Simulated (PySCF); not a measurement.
## Gas-phase XPS of `[F][GaH3-]`, computed

FGaH3 (charge -1).
Z-matrix (Å and degrees, PBE0-D3(BJ)/def2-SVP geometry), rows numbered from 1:
```
F 
Ga  1  1.8299
H   2  1.6249  1  107.19
H   2  1.6246  1  107.09  3   119.98
H   2  1.6252  1  107.39  3  -120.02
```

Method used: PySCF 2.14.0, delta-SCF UKS SCAN, pcX-2 on the ionised atom, pcseg-1 elsewhere, spin-free X2C. Binding energies are ΔSCF values: E(core-ionised, relaxed orbitals) − E(ground state) at a fixed geometry, referred to the vacuum level.

**Question.** List the computed XPS lines with their assignment.

**Answer.** 
| atom(s) | bonded to | level | binding energy (eV) | count |
| --- | --- | --- | --- | --- |
| F1 | Ga | F 1s | 684.39 | 1 |

**Question.** What is the longest wavelength that can ionise F 1s of F1 vertically?

**Answer.** λ = hc/E = 12398.42 eV Å / 684.39 eV = 18.116 Å.

**Question.** Which photon energy gives electrons from F 1s of F1 a kinetic energy of 20 eV, and what is their de Broglie wavelength?

**Answer.** hν = 684.39 + 20 = 704.39 eV, recoil neglected; λ = 12.264 Å/√(E/eV) = 2.74 Å.

No level of gallium is listed. The species carries charge -1, so core ionisation leaves a neutral species. The basis sets have no added diffuse functions. Geometry: PBE0-D3(BJ)/def2-SVP; no solvent, vibrations or thermal averaging.
